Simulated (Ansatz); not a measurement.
Consider the redistribution: `BCS[SiH2][SiH3]` + `O[SiH]([SiH3])S` → `B[SiH](O)[SiH3]` + `[SiH3][SiH2]SCS`.

Isolated molecules relaxed with PBE0-D4/def2-TZVP in Ansatz; ΔE leaves out vibrations. CCSD(T)/CBS is the MP2 limit (def2-TZVPP, def2-QZVPP) plus CCSD(T) − MP2 in def2-TZVPP, frozen cores. DFT in def2-TZVPP. One conformer a species, not always the lowest.

| level | ΔE (kJ/mol) |
| --- | --- |
| PBE-D4 | 127.7 |
| PBE0 | 138.7 |
| MP2/def2-SVP | 138.9 |
| CCSD(T)/def2-SVP | 131.1 |

Q: What does CCSD(T)/CBS give? (Best estimate.)

A: The calculation gave: +139.9 kJ/mol. The listed levels differ from it by -12.2, -1.2, -1.0, -8.8 kJ/mol.

Q: What do rigid-rotor, harmonic-oscillator terms from PBE0-D4/def2-TZVP frequencies (298.15 K, 1 bar) make of the CCSD(T)/CBS value? (An estimate is asked.)

A: Computed: ΔZPE = +2.4 kJ/mol, ΔH = +140.7 kJ/mol, ΔS = -20 J/(mol·K), ΔG = +146.5 kJ/mol. Modes under 50 cm⁻¹ make the entropy rough.

Largest T1 diagnostic among the species: 0.014.

At CCSD(T), def2-SVP lies −8.7 kJ/mol from the extrapolated value and def2-TZVPP −1.2 kJ/mol. The D4 term adds −6.7 kJ/mol with B3LYP and −3.5 kJ/mol with PBE0; it sums over pairs of atoms, weighted by their polarisabilities, and B3LYP, whose exchange is more repulsive, gets the larger term.

CCSD(T)/CBS has its own doubt, a few kJ/mol and more with outer-core shells, so smaller differences from it don't rank the levels.

B3LYP here is the variant with VWN-RPA as its local correlation; programs differ in this.
